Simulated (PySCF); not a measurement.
Computed shifts of a molecule C₃H₈FNSi, B3LYP/pcSseg-1 (PySCF), GIAO, gas phase, equivalent atoms averaged, in ppm (number of nuclei): ¹³C: 175.0 (1), 95.8 (1), 53.2 (1). ¹⁵N: 383.9 (1). ¹⁹F: -259.9 (1). ²⁹Si: -69.9 (1). ¹H: 8.37 (1), 5.56 (1), 4.10 (3), 3.83 (3). References: ¹³C against TMS (σ = 181.3 ppm); ¹⁵N against NH3 (σ = 265.5 ppm); ¹⁹F against CFCl3 (σ = 161.7 ppm); ²⁹Si against TMS (σ = 338.7 ppm); ¹H against TMS (σ = 31.68 ppm), references at their B3LYP-D3(BJ)/def2-TZVP geometries, non-relativistic. Geometry optimised at B3LYP-D3(BJ)/def2-SVP. Other conformers were not sampled.

Task: Identify the compound among the candidates.
A) NC/C=C/[SiH2]F
B) C/N=C/[C@H](F)[SiH3]
C) C=C(CN)[SiH2]F
D) NC1([SiH2]F)CC1

Result: B, C/N=C/[C@H](F)[SiH3]
